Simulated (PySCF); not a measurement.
Ga(I)(OH)2 (GaH2IO2), SMILES [OH][Ga]([OH])[I]. Atoms are numbered in the order given.

```xyz
6

Ga    -0.0023     1.1252     0.0000
I     -0.0055    -1.3619     0.0000
O     -1.5540     1.9939     0.0000
H     -1.4380     2.9547     0.0000
O      1.4911     2.1015     0.0000
H      2.3065     1.5827     0.0000
```

The structure is a stationary point at B3LYP-D3(BJ)/def2-SVP. The structure was generated by enumeration; whether it is a known compound was not checked. The def2 effective core potentials stand for the cores of I; spin–orbit coupling is left out. Other conformers were not sampled.

All values below come from M06-2X/def2-TZVP run with PySCF.

The molecule is in vacuum.

```json
{
  "total_energy": "-2374.27162 hartree",
  "point_group": "Cs",
  "highest_occupied_level": "-9.18 eV",
  "lowest_empty_level": "-0.74 eV",
  "orbital_gap": "8.44 eV",
  "dipole_moment": "1.42 D",
  "quadrupole, principal values (traceless, Buckingham form, about the centre of nuclear charge)": "-3.68, 1.36, 2.32 D·Å",
  "mean_static_polarisability": "61.9 bohr³ (9.17 Å³)",
  "polarisability_principal_values": "46.2, 57.4, 82.0 bohr³"
}
```
